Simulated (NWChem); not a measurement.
All runs are NWChem calculations. System: Au2, charge 0, spin multiplicity 1, at a geometry optimised with PBE/def2-SVP with def2 effective core potentials on Au. The structure started from a generated list of species. Level: CCSD(T)/def2-TZVP with def2 effective core potentials on Au, 8 core orbitals frozen.

Part of the output:

```
             Northwest Computational Chemistry Package (NWChem) 7.3.0
             --------------------------------------------------------

                                NWChem Input Module
                                -------------------

 Scaling coordinates for geometry "geometry" by  1.889725989
 (inverse scale =  0.529177249)

 Turning off AUTOSYM since
 SYMMETRY directive was detected!

                             Geometry "geometry" -> ""
                             -------------------------

 Output coordinates in angstroms (scale by  1.889725989 to convert to a.u.)

  No.       Tag          Charge          X              Y              Z
 ---- ---------------- ---------- -------------- -------------- --------------
    1 Au                  79.0000     0.00000000     0.00000000     1.27320100
    2 Au                  79.0000     0.00000000     0.00000000    -1.27320100

 Effective nuclear repulsion energy (a.u.)    1296.9653695713

            Nuclear Dipole moment (a.u.)
            ----------------------------
        X                 Y               Z
 ---------------- ---------------- ----------------
     0.0000000000     0.0000000000     0.0000000000

      Symmetry information
      --------------------

 Group name             D2h
 Group number             26
 Group order               8
 No. of unique centers     1

      Symmetry unique atoms

     1


 Summary of "ao basis" -> "" (spherical)
 ------------------------------------------------------------------------------
       Tag                 Description            Shells   Functions and Types
 ---------------- ------------------------------  ------  ---------------------
 *                         def2-tzvp                  on all atoms

 Summary of "ao basis" -> "ao basis" (spherical)
 ------------------------------------------------------------------------------
       Tag                 Description            Shells   Functions and Types
 ---------------- ------------------------------  ------  ---------------------
 Au                        def2-tzvp                14       40   6s4p3d1f

                                 NWChem SCF Module
                                 -----------------

  ao basis        = "ao basis"
  functions       =    80
  atoms           =     2
  closed shells   =    19
  open shells     =     0
  charge          =   0.00
  wavefunction    = RHF
  use symmetry    = T
  symmetry adapt  = T

[...]
                   NWChem Extensible Many-Electron Theory Module
                   ---------------------------------------------


            General Information
            -------------------
      Number of processors :     1
         Wavefunction type : Restricted Hartree-Fock
          No. of electrons :    38
           Alpha electrons :    19
            Beta electrons :    19
           No. of orbitals :   160
            Alpha orbitals :    80
             Beta orbitals :    80
        Alpha frozen cores :     8
         Beta frozen cores :     8
     Alpha frozen virtuals :     0
      Beta frozen virtuals :     0
         Spin multiplicity : singlet
    Number of AO functions :    80
       Number of AO shells :    28
        Use of symmetry is : on
      Symmetry adaption is : on
         Schwarz screening : 0.10D-09

          Correlation Information
          -----------------------
          Calculation type : Coupled-cluster singles & doubles w/ perturbation
   Perturbative correction : (T)
            Max iterations :      100
        Residual threshold : 0.10D-05
     T(0) DIIS level shift : 0.00D+00
     L(0) DIIS level shift : 0.00D+00
     T(1) DIIS level shift : 0.00D+00
     L(1) DIIS level shift : 0.00D+00
     T(R) DIIS level shift : 0.00D+00
     T(I) DIIS level shift : 0.00D+00
   CC-T/L Amplitude update :  5-th order DIIS
                I/O scheme : Global Array Library
        L-threshold :  0.10D-05
        EOM-threshold :  0.10D-05
 no EOMCCSD initial starts read in
 TCE RESTART OPTIONS
 SLICE:      F
 D4D5:       F
 quantumc:   F
 qrotation:  F
 pwtce:      F
 qducc:      F
 nacto:                         0
 nrotv:                         0
 nrot:                          0

            Memory Information
            ------------------
          Available GA space size is     249030400 doubles
          Available MA space size is     104842260 doubles

 Maximum block size supplied by input
 Maximum block size        24 doubles

 tile_dim =     14

 -------------------------------------------------

 Global array virtual files algorithm will be used

 Parallel file system coherency ......... OK

 4-electron integrals stored in orbital form

 v2    file size   =           703249
 4-index algorithm nr.  13 is used
 imaxsize =       30
 imaxsize ichop =        0


CCSD iterations
 ---------------------------------------------------------
 Iter          Residuum       Correlation     Cpu    Wall
 ---------------------------------------------------------
    1   0.1659505388596  -0.6076221122149     1.6     1.6
    2   0.0337690833774  -0.5542860561324     1.6     1.6
    3   0.0091405364389  -0.5666805127798     1.5     1.5
    4   0.0048482886215  -0.5655338604870     1.6     1.6
    5   0.0026333732208  -0.5663248766662     1.6     1.6
    6   0.0018790483050  -0.5665187164740     1.5     1.5
    7   0.0013376965292  -0.5665065736538     1.6     1.6
    8   0.0009950779741  -0.5665010655747     1.6     1.6
    9   0.0007775482728  -0.5665063583677     1.5     1.5
   10   0.0006052659523  -0.5665168374699     1.6     1.6
   11   0.0000796079421  -0.5665526259290     1.6     1.6
   12   0.0000347198493  -0.5665504143806     1.6     1.6
   13   0.0000161919336  -0.5665512919569     1.6     1.6
   14   0.0000090112178  -0.5665520107408     1.6     1.6
   15   0.0000046273053  -0.5665519756240     1.5     1.5
   16   0.0000015541889  -0.5665523194586     1.5     1.5
   17   0.0000007457204  -0.5665521382420     1.6     1.6
 -----------------------------------------------------------------
 Iterations converged
 CCSD correlation energy / hartree =        -0.566552138241980
 CCSD total energy / hartree       =      -270.172198069644878

 Singles contributions

 Doubles contributions
 CCSD(T)
 Using plain CCSD(T) code
             total no. of tasks        12168
 total no. of tasks / no. procs        12168
                         wl_min           27           1.7
                         wl_max        68796           6.4
        thresh for no. of tasks        12168

 CCSD[T]  correction energy / hartree =        -0.016520417261417
 CCSD[T] correlation energy / hartree =        -0.583072555503396
 CCSD[T] total energy / hartree       =      -270.188718486906282
 CCSD(T)  correction energy / hartree =        -0.014717712029023
 CCSD(T) correlation energy / hartree =        -0.581269850271003
 CCSD(T) total energy / hartree       =      -270.186915781673918

 Task  times  cpu:       34.2s     wall:       34.2s

 Total times  cpu:       34.2s     wall:       34.2s
```

Q: Write an NWChem input that would produce this output.

A: Several could match; the one computed here: 
```
start mol
memory heap 100 mb stack 700 mb global 1900 mb
geometry units angstroms nocenter noautoz
  Au     0.000000     0.000000     1.273201
  Au     0.000000     0.000000    -1.273201
  symmetry group D2h
end
basis spherical
  * library def2-tzvp
end
ecp
  Au library def2-ecp
end
scf
  rhf
  nopen 0
  maxiter 100
  thresh 1e-7
  semidirect memsize 60000000 filesize 0
end
tce
  freeze core 8
  ccsd(t)
  2eorb
  2emet 13
  thresh 1e-6
  maxiter 100
  tilesize 24
end
task tce energy
```
